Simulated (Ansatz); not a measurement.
Cost and result for the atomization energy of `CO[SiH](N)[SiH3]` (14 atoms, 13 bonds).

```xyz
14

C     0.136   -0.592    1.983
O     0.683   -1.161    0.820
Si    0.636   -0.418   -0.652
N     1.504    1.049   -0.793
Si   -1.577    0.114   -1.239
H     0.233   -1.311    2.799
H     0.660    0.328    2.267
H    -0.930   -0.358    1.859
H     1.269   -1.417   -1.544
H     1.100    1.940   -0.564
H     2.510    1.084   -0.813
H    -1.715    0.200   -2.718
H    -2.548   -0.896   -0.734
H    -1.962    1.439   -0.671
```

The species carries charge 0 and has multiplicity 1. Geometry: relaxed with PBE0-D4/def2-TZVP. It is one conformer, not always the lowest. Program: Ansatz. All runs use 2 threads of an AMD EPYC 7R13 on a shared host and a share of an NVIDIA H100 80 GB. Times are those of one run each, without the atoms' runs, and a repeat can differ threefold. Electronic energies, without spin–orbit coupling; frozen cores. CCSD(T)/CBS adds CCSD(T) − MP2 in def2-TZVPP to the MP2 limit, and its time is that of the two runs behind it. T1 = 0.012. B3LYP takes the VWN-RPA correlation (the form of Gaussian; ORCA's B3LYP/G).

CCSD(T)/CBS is a level of theory with its own doubt, some kJ/mol a heavy atom from the limit and from the frozen cores, so smaller differences don't rank the functionals.

| level | functions | wall time | atomization (kcal/mol) | difference from CCSD(T)/CBS | per bond |
| --- | --- | --- | --- | --- | --- |
| PBE0-D4/def2-TZVPP | 303 | 2.2 s | 1144.0 | -10.5 | -0.8 |
| B3LYP-D4/def2-TZVPP (with forces) | 303 | 2.6 s | 1154.1 | -0.4 | 0.0 |
| B2PLYP/def2-TZVPP | 303 | 2.6 s | 1138.3 | -16.2 | -1.2 |
| r2SCAN-D4/def2-TZVPP (with forces) | 303 | 3.3 s | 1150.0 | -4.5 | -0.3 |
| PBE-D4/def2-TZVPP (with forces) | 303 | 3.3 s | 1159.4 | 4.9 | 0.4 |
| CCSD(T)/def2-TZVPP | 303 | 3.6 s | 1121.8 | -32.7 | -2.5 |
| ωB97X-V/def2-TZVPP | 303 | 3.8 s | 1159.5 | 5.0 | 0.4 |
| ωB97M-V/def2-TZVPP (with forces) | 303 | 4.9 s | 1155.3 | 0.8 | 0.1 |
| MP2/def2-QZVPP | 581 | 5.5 s | 1147.4 | -7.1 | -0.5 |
| CCSD(T)/CBS(def2) | – | 9.2 s | 1154.5 | 0.0 | 0.0 |

The D4 term adds +11.6 kcal/mol with B3LYP and +6.2 kcal/mol with PBE0; it sums over pairs of atoms, weighted by their polarisabilities, and B3LYP, whose exchange is more repulsive, gets the larger term. From PBE to PBE0 (25 % exact exchange), in def2-TZVPP and without D4, the atomization energy moves by −14.3 kcal/mol: exact exchange takes away binding that semilocal exchange gives to molecules. In def2-TZVPP, CCSD(T) changes the Hartree–Fock value by +284.9 kcal/mol (the triples alone add +13.9 kcal/mol) and MP2 by +291.0 kcal/mol; breaking electron pairs costs correlation energy, which Hartree–Fock lacks.
